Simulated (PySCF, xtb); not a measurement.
Bond stretch in SMILES [Cl][GeH3] (H3ClGe), singlet. The Ge1–Cl5 bond (Ge1 also carries H, H, H; Cl5 carries nothing else) is stretched with both fragments frozen at the PBE0/def2-TZVP optimised geometry. Each curve is given relative to its own lowest point near equilibrium.

```tsv
R / Å	A	B	C	D
1.72	343.6	349.6	336.8	309.4
1.81	188.5	193.2	184.9	147.3
1.92	75.9	79.2	74.8	48.1
2.04	17.0	18.7	17.0	6.4
2.11	3.2	3.9	3.3	0.0
2.16	0.0	0.0	0.0	0.6
2.24	3.5	2.4	3.1	8.0
2.29	9.9	8.0	9.0	15.6
2.35	20.6	17.9	19.3	27.1
2.49	54.8	49.9	51.9	60.6
2.68	110.8	102.5	105.8	114.4
2.90	177.9	164.6	170.3	178.4
3.27	279.6	254.2	265.2	270.7
3.56	345.5	303.9	310.5	326.8
3.85	399.3	330.5	338.0	371.2
4.28	458.8	314.5	360.4	421.0
4.71	496.7	230.7	370.5	455.3
5.32	521.0	—	375.2	485.1
5.80	522.6	—	376.0	498.9
6.48	508.4	—	376.2	509.6
7.60	464.3	—	376.3	516.4
```

Energies in kJ/mol.

**Question.** Assign the columns to these levels of theory: xtb with GFN1-xTB; PySCF with CCSD(T) on RHF/cc-pVDZ, 14 core orbitals frozen; MP2 on RHF/cc-pVDZ, 14 core orbitals frozen (PySCF 2.14.0); unrestricted BHandHLYP/cc-pVDZ run with PySCF 2.14.0.

**Answer.** A is RMP2; B is RCCSD(T); C is UKS-BHandHLYP; D is GFN1-xTB.

A dash means that the run gave no value there, or that the column was ended at a point which the program doubted or which failed a test of continuity chosen for this set; such a test can also cut sound points.

The restricted form behind RMP2 keeps the bonding electrons paired and can't separate into open-shell fragments. The T1 diagnostic of CCSD on the restricted reference of RMP2, RCCSD(T) exceeds 0.045 at 3.85 to 7.60 Å. The unrestricted determinant behind UKS-BHandHLYP is spin-contaminated at 3.27 to 7.60 Å (<S²> up to 1.0, against 0.00 for a pure singlet).
